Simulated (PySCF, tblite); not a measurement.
Compound: C8H7N3.
Atom-mapped SMILES: `[CH2:1]=[CH:2][c:3]1[cH:4][cH:5][cH:6][c:7]2[cH:8][n:9][n:10][n:11]12` (hydrogens: H12, H13 on C1; H14 on C2; H15 on C4; H16 on C5; H17 on C6; H18 on C8)

Computed geometry: GFN2-xTB, gas phase.

(1) Give the optimised bond lengths and angles.

Answers

(1) 
| bond | length (Å) | order |
| --- | --- | --- |
| C1=C2 | 1.330 | double |
| C2–C3 | 1.449 | single |
| C3–C4 | 1.376 | aromatic |
| C4–C5 | 1.406 | aromatic |
| C5–C6 | 1.366 | aromatic |
| C6–C7 | 1.401 | aromatic |
| C7–C8 | 1.395 | aromatic |
| C8–N9 | 1.330 | aromatic |
| N9–N10 | 1.288 | aromatic |
| N10–N11 | 1.329 | aromatic |
| C3–N11 | 1.368 | aromatic |
| C7–N11 | 1.386 | aromatic |
| C1–H12 | 1.077 | single |
| C1–H13 | 1.076 | single |
| C2–H14 | 1.083 | single |
| C4–H15 | 1.079 | single |
| C5–H16 | 1.079 | single |
| C6–H17 | 1.078 | single |
| C8–H18 | 1.070 | single |

Orders are formal, as drawn. A selection of angles:
| angle | degrees |
| --- | --- |
| C2–C1–H12 | 120.5 |
| C2–C1–H13 | 121.8 |
| H12–C1–H13 | 117.7 |
| C1–C2–C3 | 126.7 |
| C1–C2–H14 | 120.0 |
| C3–C2–H14 | 113.3 |
| C2–C3–C4 | 121.3 |
| C2–C3–N11 | 121.9 |
| C4–C3–N11 | 116.8 |
| C3–C4–C5 | 122.2 |
| C3–C4–H15 | 118.6 |
| C5–C4–H15 | 119.2 |
| C4–C5–C6 | 120.1 |
| C4–C5–H16 | 119.2 |
| C6–C5–H16 | 120.7 |
| C5–C6–C7 | 118.3 |
| C5–C6–H17 | 122.7 |
| C7–C6–H17 | 119.1 |
| C6–C7–C8 | 136.8 |
| C6–C7–N11 | 120.2 |
| C8–C7–N11 | 103.0 |
| C7–C8–N9 | 108.3 |
| C7–C8–H18 | 129.5 |
| N9–C8–H18 | 122.1 |
| C8–N9–N10 | 110.3 |
| N9–N10–N11 | 108.8 |
| C3–N11–N10 | 128.0 |
| C3–N11–C7 | 122.4 |
| C7–N11–N10 | 109.6 |

Torsions: C1–C2–C3–C4 180° (antiperiplanar).

The N–N distances run from 1.288 Å (N9–N10, aromatic) to 1.329 Å (N10–N11, aromatic), a spread of 0.041 Å. The 6-membered ring C3–C4–C5–C6–C7–N11 has internal angles of 116.8° to 122.4°; it is planar, 0.00 Å rms from its mean plane, widest ring torsion 0°. The 5-membered ring C7–C8–N9–N10–N11 has internal angles of 103.0° to 110.3° (sum 540°, against 540° for a flat polygon); it is planar, 0.00 Å rms from its mean plane, widest ring torsion 0°. The 11 heavy atoms lie in one plane (0.001 Å rms). The C–N distances run from 1.330 Å (C8–N9, aromatic) to 1.386 Å (C7–N11, aromatic), a spread of 0.056 Å. N10 (pyridine-type nitrogen) is bent (angle 108.8°). N11 (pyrrole-type nitrogen) is planar (angles 128.0°, 122.4° and 109.6°, sum 360.0°, 0.00 Å off the plane of its three neighbours).

Point group: Cs (tolerance 0.08 Å). Its GFN2-xTB frequencies are all real (lowest 82 cm⁻¹). One conformer, not necessarily the lowest.
